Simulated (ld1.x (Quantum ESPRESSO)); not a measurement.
**An all-electron radial function and its pseudo partner (zirconium (Zr))**

Columns: radius, all-electron u(r) and pseudo u(r) of the 4p shell (level -34.07 eV) of zirconium in the configuration [Ar] 3d10 4s2 4p6 4d2 5s1.75 5p0; LDA (PZ), scalar-relativistic, PAW scheme, ld1.x (Quantum ESPRESSO) 7.5.

```
r (bohr)  all-electron  pseudo
   0.178       -0.0422  0.0483
   0.355       -0.4928  0.1811
   0.533       -0.0987  0.3697
   0.710        0.4262  0.5709
   0.888        0.7830  0.7451
   1.065        0.9414  0.8585
   1.243        0.9577  0.8973
   1.420        0.8910  0.8649
   1.598        0.7848  0.7796
   1.775        0.6677  0.6684
   1.953        0.5540  0.5543
   2.130        0.4523  0.4523
   2.308        0.3641  0.3641
   2.485        0.2908  0.2908
   2.662        0.2306  0.2306
   2.840        0.1815  0.1815
   3.018        0.1422  0.1422
   3.195        0.1112  0.1112
   3.373        0.0865  0.0865
   3.550        0.0673  0.0673
   3.728        0.0521  0.0521
   3.905        0.0403  0.0403
   4.083        0.0311  0.0311
   4.260        0.0240  0.0240
   4.438        0.0184  0.0184
   4.615        0.0142  0.0142
```

(1) How many radial nodes do the two functions have?

(2) At about which radius was the pseudo-wave matched?

(3) Where does each function peak?

(4) Is the pseudo-wave norm-conserving?

Results:

(1) The all-electron 4p function has n − l − 1 = 2 (the table is too coarse to show those close to the nucleus); the pseudo-wave has 0, since the states of the same l below it are removed with the core.

(2) 2.10 bohr, where the columns begin to agree (steps of 0.18 bohr).

(3) Outermost all-electron maximum near 1.24 bohr, pseudo maximum near 1.24 bohr (to the table’s step).

(4) No, it belongs to a PAW set: the norm inside the radius is not constrained, and the difference is carried by the augmentation charge.
